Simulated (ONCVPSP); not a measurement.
zirconium, ONCV: configuration errors across variants

ONCVPSP 4.0.1 input, shortened (lines: element, Z, core and valence counts, functional; n l f; lmax; l rc ep ncon nbas qcut; lloc lpopt rc5 dvloc0; l nproj debl; icmod fcfact rcfact), PBE, scalar-relativistic:

```
  Zr 40.00    7    3        4      upf
    1    0    2.00
    2    0    2.00
    2    1    6.00
    3    0    2.00
    3    1    6.00
    3    2   10.00
    4    0    2.00
    4    1    6.00
    4    2    2.00
    5    0    1.00
    2
    0    2.75    0.00    5    9    2.00
    1    2.25    0.00    4    8    7.30
    2    2.40    0.00    4    9    7.40
    4    5    1.80    2.00
    0    2    3.80
    1    2    1.30
    2    2    1.80
    3    3.25    1.65
```

In the p channel the program set the typed energies aside and used -1.438, 0.250 Ha.

All-electron excitation energies from the reference (eV): (1) 4p6 4d2 5s2 -7.137; (2) 4p6 4d2 5s0 12.940; (3) 4p6 4d1 5s0 35.567; (4) 4p6 4d1 5s2 0.526.

2 further variants failed, have other tests or too few solved ones, and are left out.

Errors AE − PS in meV (a dash: test not solved or not reliable):

| change | (1) | (2) | (3) | (4) | bound ghosts | GHOST(+) flags above zero |
| --- | --- | --- | --- | --- | --- | --- |
| base | +0.8 | +2.0 | +62 | -48 | none | s |
| d: debl 5.9 | +0.8 | +1.9 | +61 | -48 | none | s |
| s: qcut 2.4; p: qcut 8.9; d: qcut 9 | +0.6 | +1.4 | +60 | -53 | none | s, p |
| local potential polynomial inside 1.80 bohr (lpopt 5, dvloc0 9.5 Ha) | +0.3 | +1.9 | +61 | -48 | none | none |
| core correction Teter function, fcfact 3.4, rcfact 1.65 | +0.8 | +1.9 | +61 | -48 | none | s |
| p: rc 2.52 | +0.9 | +2.1 | +63 | -47 | none | s |

Task: Give the same row for: p: ncon 5, nbas 9.

Result: +0.8, +1.8, +59, -49; bound ghosts: none; GHOST(+) flags above zero: s.
